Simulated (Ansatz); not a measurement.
The cluster Ag₂Au₄⁺. Total charge 1; doublet. Geometry PBE-D4/def2-SVP; atoms count from 1.

```xyz
6

Au    1.2047    2.1161    0.5827
Au    1.9691   -0.4664    1.0980
Au   -0.4156    0.0880   -0.2377
Au   -1.9691   -1.8789   -1.0071
Ag    0.2623   -2.5655    0.3576
Ag   -1.0514    2.7066   -0.7935
```

In the def2 sets Ag, Au take a core potential; there is no spin–orbit coupling. No other spin state of charge 1 was run. Another isomer (doublet) lies 0.05 eV lower at PBE0-D4/def2-TZVP; other spin states weren't run for this one.

(1) Estimate the Mulliken populations from the PBE0/def2-TZVP orbitals of Ansatz.

(2) Where does the spin sit?

(3) And the Mayer bond orders between bonded heavy atoms (over 0.3)?

Answers

(1) 
```csv
atom,charge (e),spin (α − β),d electrons
Au1,0.38,0.06,9.80
Au2,0.24,0.46,9.84
Au3,-0.53,0.14,9.78
Au4,0.39,0.06,9.81
Ag5,0.20,0.07,9.96
Ag6,0.32,0.21,9.96
```
Mulliken values and Mayer orders depend strongly on the basis.

(2) Summed by element: Au 0.72, Ag 0.28, of 1 unpaired in all. Largest on single atoms: Au2 0.46, Ag6 0.21, Au3 0.14.

(3) Au1–Au2 0.30 (2.74 Å); Au1–Au3 0.51 (2.72 Å); Au1–Ag6 0.42 (2.71 Å); Au2–Au3 0.37 (2.79 Å); Au2–Ag5 0.32 (2.80 Å); Au3–Au4 0.66 (2.62 Å); Au3–Ag5 0.45 (2.80 Å); Au3–Ag6 0.47 (2.75 Å); Au4–Ag5 0.45 (2.70 Å).
